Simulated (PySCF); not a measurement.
## SMILES CCCC/C=C/CF, C7H13F

Geometry:
| atom | x (Å) | y (Å) | z (Å) |
| --- | --- | --- | --- |
| C1 | -3.390 | 0.852 | 0.275 |
| C2 | -2.347 | -0.258 | 0.252 |
| C3 | -0.969 | 0.260 | -0.152 |
| C4 | 0.075 | -0.861 | -0.169 |
| C5 | 1.418 | -0.349 | -0.572 |
| C6 | 2.490 | -0.378 | 0.200 |
| C7 | 3.843 | 0.128 | -0.191 |
| F8 | 3.862 | 0.641 | -1.464 |
| H9 | -3.485 | 1.306 | -0.709 |
| H10 | -4.360 | 0.458 | 0.566 |
| H11 | -3.107 | 1.627 | 0.984 |
| H12 | -2.659 | -1.035 | -0.450 |
| H13 | -2.283 | -0.715 | 1.243 |
| H14 | -1.027 | 0.715 | -1.144 |
| H15 | -0.651 | 1.035 | 0.549 |
| H16 | 0.134 | -1.320 | 0.821 |
| H17 | -0.244 | -1.628 | -0.881 |
| H18 | 1.482 | 0.079 | -1.564 |
| H19 | 2.456 | -0.795 | 1.197 |
| H20 | 4.584 | -0.682 | -0.167 |
| H21 | 4.171 | 0.934 | 0.478 |

Computed, not measured: PySCF 2.14.0, GIAO B97-2/pcSseg-1 magnetisability, rotational g tensor and spin-rotation constants, non-relativistic, gas phase. Geometry: GFN2-xTB.

(1) Give the nuclear spin-rotation constants along the inertial axes (H = +C I·J) beside the isotropic shieldings.

(2) How do the rotational constants and the g tensor change when H9, H10, H11, H12, H13, H14, H15, H16, H17, H18, H19, H20, H21 are replaced by deuterium?

Results:

(1) Rotational constants 6.5303, 0.5872, 0.5685 GHz. A star marks the isotopologue with that one atom substituted, in its own axes.
| atom | isotope | Caa (kHz) | Cbb (kHz) | Ccc (kHz) | mean (kHz) | σ (ppm) |
| --- | --- | --- | --- | --- | --- | --- |
| F8 | 19F | 0.757 | 0.203 | 0.165 | 0.375 | 428.8 |
| H9 | 1H | -0.719 | -0.007 | -0.044 | -0.256 | 30.8 |
| H10 | 1H | 0.032 | -0.053 | -0.061 | -0.028 | 30.5 |
| H11 | 1H | -0.697 | -0.063 | 0.009 | -0.250 | 30.8 |
| H12 | 1H | -0.667 | -0.063 | 0.011 | -0.240 | 30.5 |
| H13 | 1H | -0.693 | -0.006 | -0.042 | -0.247 | 30.5 |
| H14 | 1H | -0.686 | -0.003 | -0.046 | -0.245 | 30.4 |
| H15 | 1H | -0.665 | -0.066 | 0.011 | -0.240 | 30.7 |
| H16 | 1H | -0.672 | -0.001 | -0.044 | -0.239 | 29.8 |
| H17 | 1H | -0.643 | -0.062 | 0.015 | -0.230 | 29.6 |
| H18 | 1H | -0.607 | 0.021 | -0.029 | -0.205 | 25.6 |
| H19 | 1H | -0.605 | 0.014 | -0.033 | -0.208 | 26.4 |
| H20 | 1H | -0.075 | -0.020 | -0.047 | -0.047 | 26.6 |
| H21 | 1H | -0.546 | -0.053 | 0.026 | -0.191 | 26.6 |
| C1 | 13C* | 0.880 | 0.082 | 0.085 | 0.349 | 168.6 |
| C2 | 13C* | 0.994 | 0.095 | 0.094 | 0.394 | 157.1 |
| C3 | 13C* | 1.012 | 0.107 | 0.106 | 0.408 | 147.9 |
| C4 | 13C* | 1.066 | 0.105 | 0.108 | 0.426 | 145.8 |
| C5 | 13C* | 2.426 | 0.209 | 0.135 | 0.924 | 51.6 |
| C6 | 13C* | 2.236 | 0.206 | 0.137 | 0.860 | 57.3 |
| C7 | 13C* | 1.802 | 0.122 | 0.138 | 0.688 | 100.8 |

For the geometry as given, no vibrational averaging.

(2) Constants 4.8640, 0.5125, 0.4968 GHz; g -0.0219, -0.0025, -0.0025, against -0.0290, -0.0029, -0.0028 before.
